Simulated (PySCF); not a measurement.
**How methods differ on the ionisation energy of Si⁺**

Si⁺ [Ne] 3s2 3p1 [3p1/2^1, M_J = 1/2] → Si²⁺ [Ne] 3s2, as a difference of total energies. Calculation: PySCF 2.14, in x2c-TZVPPall-2c (5s6p3d1f, 45 functions); the two-component X2C-1e Hamiltonian. Correlated levels: [Ne] frozen; the 6 highest virtual spinors dropped. "Screened" scales the spin-orbit matrix elements by Boettger's factors to mimic the two-electron term; Breit and QED terms are absent.

```json
{"method": "GHF (spin-free)", "ionisation energy (eV)": "15.871"}
{"method": "GMP2 (spin-free)", "ionisation energy (eV)": "16.073"}
{"method": "GHF (screened spin-orbit)", "ionisation energy (eV)": "15.894"}
{"method": "GMP2 (screened spin-orbit)", "ionisation energy (eV)": "16.096"}
```

How much does correlation contribute at GMP2 (screened spin-orbit)?

16.096 − (15.894) = 0.202 eV, measured against GHF (screened spin-orbit).

Errors of the correlated levels include the incompleteness of this basis and the frozen core.

For comparison: 16.346 eV (measured; NIST Atomic Spectra Database, ionization energies).
